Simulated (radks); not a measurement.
Polarisability of the tin ion Sn3+, [Kr] 4d10 5s1, at imaginary frequency. Calculated with a radial shooting solver on a logarithmic mesh with Libxc functionals: scalar-relativistic Kohn-Sham, LDA (Slater exchange, Perdew-Wang correlation), spin-polarised, spherical densities, finite nucleus; open shells are filled with parallel spins first (spin-orbit coupling, left out, can overturn this in heavy ions); Fermi nuclear charge, rms radius 4.6519 fm. Response by self-consistent Sternheimer equations with the Hartree and adiabatic LDA kernel, the relativistic mass of each level held fixed and spin-orbit coupling left out.

| w (hartree) | alpha1(iw) (bohr^3) | alpha2(iw) (bohr^5) |
|---|---|---|
| 0.00266 | 8.583 | 21.84 |
| 0.0143 | 8.574 | 21.83 |
| 0.0360 | 8.525 | 21.80 |
| 0.0697 | 8.371 | 21.68 |
| 0.118 | 8.010 | 21.40 |
| 0.186 | 7.337 | 20.80 |
| 0.280 | 6.328 | 19.63 |
| 0.413 | 5.132 | 17.61 |
| 0.605 | 3.984 | 14.59 |
| 0.892 | 3.010 | 10.89 |
| 1.35 | 2.185 | 7.226 |
| 2.12 | 1.439 | 4.263 |
| 3.59 | 0.7750 | 2.155 |
| 6.94 | 0.2956 | 0.8062 |
| 17.5 | 0.06758 | 0.1584 |

Static values: alpha1 = 8.583 bohr^3 (1.272 angstrom^3; uncoupled 13.32), alpha2 = 21.84 bohr^5, alpha3 = 124.5 bohr^7. C6 = 35.00, C8 = 535.7, triple-dipole C9 = 191.1 atomic units. One-pole (London) frequency 4 C6 / (3 alpha1^2) = 0.634 hartree, against 1.357 for minus the highest occupied eigenvalue.
